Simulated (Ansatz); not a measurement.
Consider the ligand exchange at a Ge–F bond: `[F][GeH]([F])[Cl]` + `N=C=O` → `O=C=[N][GeH]([F])[Cl]` + H–F.

Computed with Ansatz on PBE0-D4/def2-TZVP structures; ΔE is electronic, products minus reactants. CCSD(T)/CBS is the MP2 limit (def2-TZVPP, def2-QZVPP) plus CCSD(T) − MP2 in def2-TZVPP, frozen cores. This one scheme is used for every species. Functionals use def2-TZVPP. HSE06 is defined as in plane-wave codes. For Ge outer-core shells are correlated without core-valence functions, which leaves a few kJ/mol of doubt a bond. Scalar relativity is left out up to krypton. One conformer a species, not always the lowest.

```
             level  ΔE (kJ/mol)  difference from CCSD(T)/CBS
            B97M-V         28.1                         17.8
        r2SCANh-D4         22.3                         12.0
      CAM-B3LYP-D4         22.4                         12.1
           ωB97X-V         21.3                         11.0
            revPBE         28.4                         18.1
            r2SCAN         26.7                         16.4
           r2SCANh         24.0                         13.7
           r2SCAN0         20.2                          9.9
             HSE06         19.7                          9.4
         CAM-B3LYP         27.2                         16.9
      MP2/def2-SVP         17.1                          6.8
     CCSD/def2-SVP         20.0                          9.7
   CCSD/def2-TZVPP         12.4                          2.1
     HF/def2-QZVPP         20.8                         10.5
SCS-MP2/def2-QZVPP         11.9                          1.6
      HF/CBS(def2)         21.1                         10.8
       CCSD(T)/CBS         10.3                            0
```

Largest T1 diagnostic among the species: 0.018.

From BLYP to BHLYP (50 % exact exchange), in def2-TZVPP and without D4, ΔE moves by −12.0 kJ/mol. At CCSD(T), def2-SVP lies +9.9 kJ/mol from the extrapolated value and def2-TZVPP +1.4 kJ/mol. In def2-TZVPP, CCSD(T) changes the Hartree–Fock value by −7.1 kJ/mol (the triples alone add −0.7 kJ/mol) and MP2 by −12.0 kJ/mol.
